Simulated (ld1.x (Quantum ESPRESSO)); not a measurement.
What the settings do to the TM potential of tantalum

Base potential:

* Element: Ta (Z = 73)
* Generator: ld1.x (Quantum ESPRESSO) 7.5
* Type: norm-conserving Troullier–Martins (Kleinman–Bylander form)
* Functional: LDA (PZ)
* Relativity: scalar-relativistic
* Frozen core: [Xe] 4f14
* Valence charge: 5
* Reference configuration: 5d3 6s0 6p0 (charge +2)
* Partial waves: 6s (bound, empty): rc 2.10 bohr; 5d (bound): rc 1.80 bohr; 6p (bound, empty): rc 2.55 bohr
* Local potential: the p channel
* Core correction: none

Cutoffs, loose and tight: the cutoffs (Ry, on a coarse ladder) from which the occupation-weighted sum of valence levels, in a spherical-Bessel basis at the reference potential, stays within 10 and 1 mRy of its value at 400 Ry. They do not see the model core or the augmentation charge, which bear on the density cutoff. Test errors are all-electron minus pseudo excitation energies from the reference, over the configurations 5d3 6s2 6p0; 5d3 6s1 6p0; 5d2 6s0 6p0; 5d3 6s0 6p2; 5d4 6s0 6p0; 5d4 6s1 6p0; 5d3 6s1.5 6p0 (two spin-polarised tests are not counted in the largest error). A dash means not determined; rows that change the core or the reference have their own tests.

A true bound ghost makes a file unfit for plane-wave use even where its test errors are small: the radial tests pick states by their node count and pass the ghost by.

| change | outcome | cutoff, loose | cutoff, tight | bound ghosts | largest test error (meV) |
| --- | --- | --- | --- | --- | --- |
| base | generated | 30 Ry | 35 Ry | s | +93 |
| core correction a·sin(br)/r model core inside 0.80 bohr | generated | 30 Ry | 35 Ry | s | -195 |
| core correction a·sin(br)/r model core inside 0.92 bohr | generated | 30 Ry | 35 Ry | s | -195 |
| core correction a·sin(br)/r model core inside 1.18 bohr | generated | 30 Ry | 35 Ry | s | -195 |
| core correction a·sin(br)/r model core inside 1.30 bohr | generated | 30 Ry | 35 Ry | s | -194 |
| core correction a·sin(br)/r model core inside 1.56 bohr | generated | 30 Ry | 35 Ry | s | -190 |
| core correction a·sin(br)/r model core inside 1.70 bohr | generated | 30 Ry | 35 Ry | s | -184 |
| core correction a·sin(br)/r model core inside 1.92 bohr | generated | 30 Ry | 35 Ry | s | -168 |

Question: What comes out with this change to the base: core correction a·sin(br)/r model core inside 2.12 bohr?

Answer: outcome: generated; cutoff, loose: 30 Ry; cutoff, tight: 35 Ry; bound ghosts: s; largest test error (meV): -146.
